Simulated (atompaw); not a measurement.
# Reading a pseudo-wave (Ce)

Columns: radius, all-electron u(r) and pseudo u(r) of the 5d shell (level -14.85 eV) of cerium in the configuration [Kr] 4d10 4f1 5s2 5p6 5d1 6s0 6p0; PBE, scalar-relativistic, PAW (atompaw) scheme, atompaw 4.2.0.5.

```
r (bohr)  all-electron  pseudo
   0.100        0.1489  0.0003
   0.200        0.1766  0.0027
   0.300       -0.0054  0.0089
   0.400       -0.1955  0.0207
   0.500       -0.2988  0.0392
   0.600       -0.3074  0.0653
   0.700       -0.2461  0.0992
   0.800       -0.1440  0.1407
   0.900       -0.0240  0.1890
   1.000        0.0987  0.2429
   1.100        0.2149  0.3007
   1.200        0.3197  0.3604
   1.300        0.4108  0.4199
   1.400        0.4876  0.4771
   1.500        0.5502  0.5298
   1.600        0.5994  0.5765
   1.700        0.6365  0.6156
   1.800        0.6628  0.6463
   1.900        0.6797  0.6683
   2.000        0.6885  0.6815
   2.100        0.6904  0.6868
   2.200        0.6866  0.6851
   2.300        0.6780  0.6776
   2.400        0.6656  0.6656
   2.500        0.6502  0.6502
   2.600        0.6323  0.6323
```

(1) How many radial nodes do the two functions have?

(2) Is the pseudo-wave norm-conserving?

Answers

(1) The all-electron 5d function has n − l − 1 = 2; the pseudo-wave has 0, since the states of the same l below it are removed with the core.

(2) No, it belongs to a PAW set: the norm inside the radius is not constrained, and the difference is carried by the augmentation charge.
